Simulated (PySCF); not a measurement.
Te(SMe)(SiH3) (CH6SSiTe), SMILES CS[Te][SiH3]. Geometry optimised at B3LYP-D3(BJ)/def2-SVP. This is a generated structure with no PubChem entry under its InChIKey; it may be hypothetical. The def2 effective core potentials stand for the cores of Te; spin–orbit coupling is left out. Other conformers were not sampled.

Task: Give the equilibrium geometry at B3LYP-D3(BJ)/def2-SVP (PySCF confirms it by a frequency run) as a Z-matrix. (An estimate is asked for; the answer gives what the named calculation found.)

Result: One answer among several that fit: 
```
S
C 1 1.8297
H 2 1.0985 1 111.40
H 2 1.0989 3 110.05 1 -123.98
H 2 1.1014 3 109.20 4 -119.68
Te 1 2.4538 2 102.01 3 -62.78
Si 6 2.5265 1 90.58 2 -86.96
H 7 1.4878 6 110.33 1 -64.20
H 7 1.4897 8 109.65 6 -120.22
H 7 1.4925 8 109.98 9 -120.67
```
